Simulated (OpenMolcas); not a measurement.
**Te IV: the spin-orbit constant, worked from levels**

```json
{
 "Program": "OpenMolcas 26.06",
 "Basis": "ANO-RCC [10s9p8d5f3g]",
 "Scalar Hamiltonian": "DKH2, point nucleus",
 "Active space": "1 electron in 9 orbitals (RAS2 5p; RAS3 5d 6s, at most 1 electron)",
 "State averaging": "2S+1 = 2 odd, 3 roots; 2S+1 = 2 even, 6 roots",
 "Spin-orbit coupling": "RASSI with atomic mean-field integrals over the reference wave functions, term energies averaged over their components"
}
```

Methods: RASSCF; SS-RASPT2, IPEA 0.25 Eh, imaginary shift 0.1 Eh (closed shells correlated: 4d 5s). Measured levels: Moore, Atomic Energy Levels, vol. III, NSRDS-NBS 35 (1971 reprint of NBS Circular 467, 1958).

**The spin-orbit constant.** For the Hund term ²P° of p1, E(J) = (A/2) J(J+1) + constant and ζ = 2S·A = A. From J = 1/2 to J = 3/2 the energy changes by 1.5 A.

```
   Source  E(3/2) - E(1/2)       A     ζ
   RASSCF           8240.4  5493.6  5494
SS-RASPT2           8240.4  5493.6  5494
 measured           9223.0  6148.7  6149
```

All in cm-1. SS-RASPT2 is off by -10.7 % and RASSCF by -10.7 %. Both methods take the spin-orbit matrix elements from the reference wave functions, so the second can move ζ only through the term energies and any multistate remixing.

With one active electron the reference holds no correlation, so core polarisation is missing (holds for RASSCF). With one active electron, CASPT2 adds the correlation within the correlated inactive shells and between them and that electron, and leaves the splitting within a term as the reference gives it (holds for SS-RASPT2). Computed and measured levels are paired by configuration, term and J; levels that our copy of the source lacks, or whose pairing is in doubt (as where it misses far off the trend of its configuration), stay unpaired and out of the deviations. Levels of configurations outside the active space are missing.

° marks odd parity.
